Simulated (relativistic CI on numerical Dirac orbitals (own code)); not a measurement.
# Level scheme of Ir³⁶⁺

Calculated at this level of theory: Dirac-Coulomb-Breit CI, KLI orbitals optimised for each configuration, model QED, unscaled Slater integrals (own radial code, finite nucleus).

CI space (outside the closed core [Ar] 3d10): 4s2 4p6 4d5, 4s2 4p6 4d4 4f, 4s2 4p5 4d6, 4s 4p6 4d6, 4s2 4p5 4d5 4f, 4s 4p6 4d5 4f, 4s2 4p6 4d4 5s, 4s2 4p6 4d3 4f 5s, 4s2 4p6 4d4 5p, 4s2 4p6 4d4 5d, 4s2 4p5 4d5 5s, 4p6 4d6 4f, 4s2 4p6 4d4 5f, 4s2 4p6 4d3 5s 5p, 4s 4p6 4d4 4f 5s, 4s2 4p6 4d4 5g, 4s2 4p6 4d4 6s, 4p6 4d7, 4p5 4d8, 4p5 4d7 4f, 4s2 4p6 4d3 5s2, 4s2 4p6 4d2 4f 5s2, 4s2 4p5 4d3 4f 5s2, 4s 4p6 4d3 4f 5s2. Double excitations out of closed p, d and f shells are left out; levels of such configurations are missing from the list, as are those of other unlisted configurations, and high levels can miss mixing partners. These lack a partner that the ground configuration has and come out too high: 4s2 4p5 4d5 5s.

The lowest level is 4s2 4p6 4d5 4P_5/2, with 27 % of that term; Hund's rules for 4s2 4p6 4d5 give 6S with J = 5/2, of which the calculation keeps J, while another term leads.

```tsv
No.	Configuration	Term	J	E (cm⁻¹)	%	Landé g	jj configuration (%)
1	4s2 4p6 4d5	4P	5/2	0	27	1.352	4d5/2 (92)
2	4s2 4p6 4d5	6S	5/2	129291	38	1.334	4d3/2^3 4d5/2^2 (87)
3	4s2 4p6 4d5	4G	7/2	172032	35	1.160	4d3/2^3 4d5/2^2 (98)
4	4s2 4p6 4d5	2H	11/2	178051	41	1.114	4d3/2^3 4d5/2^2 (97)
5	4s2 4p6 4d5	4D	3/2	178454	41	1.187	4d3/2^3 4d5/2^2 (97)
6	4s2 4p6 4d5	4G	9/2	194321	33	1.141	4d3/2^3 4d5/2^2 (95)
7	4s2 4p6 4d5	4D	5/2	206284	31	1.139	4d3/2^3 4d5/2^2 (90)
8	4s2 4p6 4d5	4P	1/2	216222	45	1.792	4d3/2^3 4d5/2^2 (87)
9	4s2 4p6 4d5	2F	7/2	222719	39	1.084	4d3/2^3 4d5/2^2 (96)
10	4s2 4p6 4d5	2D	3/2	280439	57	0.783	4d3/2^3 4d5/2^2 (83)
11	4s2 4p6 4d5	2D	5/2	302197	30	1.277	4d3/2^2 4d5/2^3 (86)
12	4s2 4p6 4d5	4D	7/2	328202	52	1.216	4d3/2^2 4d5/2^3 (97)
13	4s2 4p6 4d5	2I	11/2	330914	51	1.087	4d3/2^2 4d5/2^3 (98)
14	4s2 4p6 4d5	4G	9/2	338730	57	1.145	4d3/2^2 4d5/2^3 (94)
15	4s2 4p6 4d5	2I	13/2	350277	99	1.072	4d3/2^2 4d5/2^3 (99)
16	4s2 4p6 4d5	4D	1/2	351668	75	0.526	4d3/2^2 4d5/2^3 (96)
17	4s2 4p6 4d5	4P	3/2	362637	53	1.186	4d3/2^2 4d5/2^3 (96)
18	4s2 4p6 4d5	2F	5/2	363290	42	1.018	4d3/2^2 4d5/2^3 (95)
19	4s2 4p6 4d5	2H	9/2	385991	52	1.107	4d3/2^2 4d5/2^3 (99)
20	4s2 4p6 4d5	2G	7/2	390508	61	0.988	4d3/2^2 4d5/2^3 (98)
21	4s2 4p6 4d5	4F	5/2	399706	63	1.049	4d3/2^2 4d5/2^3 (97)
22	4s2 4p6 4d5	2D	3/2	401878	86	0.849	4d3/2^2 4d5/2^3 (83)
23	4s2 4p6 4d5	4P	1/2	423095	40	1.804	4d3/2^2 4d5/2^3 (79)
24	4s2 4p6 4d5	2G	7/2	424138	44	1.042	4d3/2^2 4d5/2^3 (94)
25	4s2 4p6 4d5	2G	9/2	451117	75	1.105	4d3/2^2 4d5/2^3 (95)
26	4s2 4p6 4d5	4P	5/2	502299	31	1.285	4d3/2 4d5/2^4 (76)
27	4s2 4p6 4d5	2P	3/2	504844	74	1.189	4d3/2^2 4d5/2^3 (95)
28	4s2 4p6 4d5	2D	5/2	519807	59	1.123	4d3/2^2 4d5/2^3 (70)
29	4s2 4p6 4d5	4F	7/2	536390	30	1.191	4d3/2 4d5/2^4 (98)
30	4s2 4p6 4d5	2H	11/2	543297	57	1.073	4d3/2 4d5/2^4 (98)
31	4s2 4p6 4d5	2D	3/2	550028	32	0.972	4d3/2 4d5/2^4 (95)
32	4s2 4p6 4d5	2G	9/2	568397	58	1.116	4d3/2 4d5/2^4 (94)
33	4s2 4p6 4d5	2D	5/2	585314	63	1.111	4d3/2 4d5/2^4 (86)
34	4s2 4p6 4d5	2G	7/2	595257	56	1.003	4d3/2 4d5/2^4 (95)
35	4s2 4p6 4d5	2P	1/2	625898	57	1.197	4d3/2 4d5/2^4 (87)
36	4s2 4p6 4d5	2D	3/2	685221	75	0.868	4d3/2 4d5/2^4 (93)
37	4s2 4p6 4d5	2D	5/2	747101	45	1.155	4d5/2^5 (91)
38	4s2 4p5 4d6	6F°	11/2	1542879	45	1.320	4p3/2^3 4d5/2^2 (88)
39	4s2 4p5 4d6	4D°	7/2	1573003	37	1.312	4p3/2^3 4d5/2^2 (84)
40	4s2 4p5 4d6	4P°	5/2	1573502	30	1.305	4p3/2^3 4d5/2^2 (91)
41	4s2 4p5 4d6	4F°	9/2	1586199	41	1.300	4p3/2^3 4d5/2^2 (89)
42	4s2 4p5 4d6	2P°	1/2	1620692	37	1.261	4p3/2^3 4d5/2^2 (90)
43	4s2 4p6 4d4 4f	2F°	5/2	1630938	10	1.157	4p3/2^3 4d5/2^2 (39)
44	4s2 4p5 4d6	4D°	7/2	1656748	33	1.257	4p3/2^3 4d5/2^2 (81)
45	4s2 4p5 4d6	6P°	3/2	1664656	17	1.678	4p3/2^3 4d5/2^2 (59)
46	4s2 4p5 4d6	2P°	3/2	1681976	34	1.401	4p3/2^3 4d5/2^2 (75)
47	4s2 4p6 4d4 4f	4G°	5/2	1692061	24	0.973	4d3/2^4 4f5/2 (52)
48	4s2 4p5 4d6	6F°	9/2	1696184	53	1.377	4p3/2^3 4d3/2^3 4d5/2^3 (89)
49	4s2 4p5 4d6	6F°	11/2	1706481	37	1.233	4p3/2^3 4d3/2^3 4d5/2^3 (86)
50	4s2 4p5 4d6	6D°	7/2	1717092	21	1.366	4p3/2^3 4d3/2^3 4d5/2^3 (84)
51	4s2 4p5 4d6	4H°	13/2	1722293	69	1.185	4p3/2^3 4d3/2^3 4d5/2^3 (94)
52	4s2 4p5 4d6	4P°	5/2	1726705	20	1.270	4p3/2^3 4d3/2^3 4d5/2^3 (84)
53	4s2 4p5 4d6	2D°	3/2	1732535	24	1.095	4p3/2^3 4d3/2^3 4d5/2^3 (89)
54	4s2 4p5 4d6	4H°	9/2	1740225	21	1.173	4p3/2^3 4d3/2^3 4d5/2^3 (86)
55	4s2 4p5 4d6	2F°	7/2	1744325	25	1.112	4p3/2^3 4d3/2^3 4d5/2^3 (67)
56	4s2 4p6 4d4 4f	4G°	7/2	1749988	17	1.115	4d3/2^4 4f7/2 (46)
57	4s2 4p5 4d6	2F°	5/2	1755397	18	1.106	4p3/2^3 4d3/2^3 4d5/2^3 (57)
58	4s2 4p5 4d6	4P°	1/2	1759571	30	1.709	4p3/2^3 4d3/2^3 4d5/2^3 (88)
59	4s2 4p5 4d6	4I°	15/2	1762296	73	1.162	4p3/2^3 4d3/2^3 4d5/2^3 (95)
60	4s2 4p5 4d6	2D°	3/2	1766449	21	1.069	4p3/2^3 4d3/2^3 4d5/2^3 (85)
61	4s2 4p5 4d6	4H°	11/2	1769598	28	1.131	4p3/2^3 4d3/2^3 4d5/2^3 (85)
62	4s2 4p5 4d6	2G°	9/2	1770915	26	1.116	4p3/2^3 4d3/2^3 4d5/2^3 (85)
63	4s2 4p5 4d6	4H°	13/2	1777848	43	1.137	4p3/2^3 4d3/2^3 4d5/2^3 (92)
64	4s2 4p5 4d6	4F°	5/2	1783600	24	1.144	4p3/2^3 4d3/2^3 4d5/2^3 (64)
65	4s2 4p5 4d6	4D°	3/2	1790207	20	1.120	4p3/2^3 4d3/2^3 4d5/2^3 (58)
66	4s2 4p5 4d6	2F°	7/2	1791391	13	1.114	4p3/2^3 4d3/2^3 4d5/2^3 (63)
67	4s2 4p5 4d6	4D°	7/2	1791549	26	1.210	4p3/2^3 4d3/2^3 4d5/2^3 (64)
68	4s2 4p5 4d6	4D°	5/2	1799518	22	1.181	4p3/2^3 4d3/2^3 4d5/2^3 (50)
69	4s2 4p5 4d6	2G°	9/2	1799630	27	1.149	4p3/2^3 4d3/2^3 4d5/2^3 (70)
70	4s2 4p5 4d6	6P°	3/2	1801406	17	1.314	4d3/2^3 4d5/2 4f5/2 (38)
```

Energies count from the lowest computed level; ° marks odd parity. Filled j subshells are mostly left out of the jj labels.

The mean weight of the leading LS term, summed over parents, in these 70 levels is 41 %, and that of the leading jj configuration (from the same eigenvectors) 84 %, so jj coupling describes them better and the LS labels are nominal.

At this charge energies of transitions that change n are usually good to better than 1 %, and those within a shell (Δn = 0) to a few per cent. Terms inside the open d or f shell come out 10 to 20 % too wide with unscaled integrals.

LS names give the leading component of a level, which can be under half, so a name can repeat, a term be missing and a line seem to break the LS rules.
